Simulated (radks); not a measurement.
All-electron atom: Cl V in [He] 2s2 2p(1/2: 1, 3/2: 4) 3s2 3p(1/2: 2, 3/2: 0) (not the ground configuration).

All-electron calculation, Dirac Kohn-Sham, PBE, spin-unpolarised, spherical densities, finite nucleus; Fermi nuclear charge, rms radius 3.3654 fm. Program: a radial shooting solver on a logarithmic mesh with Libxc functionals.

Energy parts (Ry):
| part | energy |
|---|---|
| total | -898.02616 |
| kinetic | 902.94624 |
| electron-nucleus | -2067.90459 |
| Hartree | 317.29926 |
| exchange-correlation | -50.36707 |

Orbitals (lengths in bohr, moments of r in powers of bohr):
orbital  occ.  eigenvalue (Ry)    <r^2>  small-component weight
1s1/2       2        -210.1193  0.01112                3.66e-03
2s1/2       2        -25.08707   0.2226                6.04e-04
2p1/2       1        -20.87553   0.1892                5.83e-04
2p3/2       4        -20.74162   0.1911                5.80e-04
3s1/2       2         -5.80764    1.907                1.34e-04
3p1/2       2         -4.74285    2.140                1.19e-04
3p3/2       0         -4.72541    2.154                1.18e-04

The highest occupied level is 3p1/2 at -64.530 eV. The electron density at the nucleus is 3622 e/bohr^3. The density falls to 0.001 e/bohr^3 at r = 2.82 bohr.
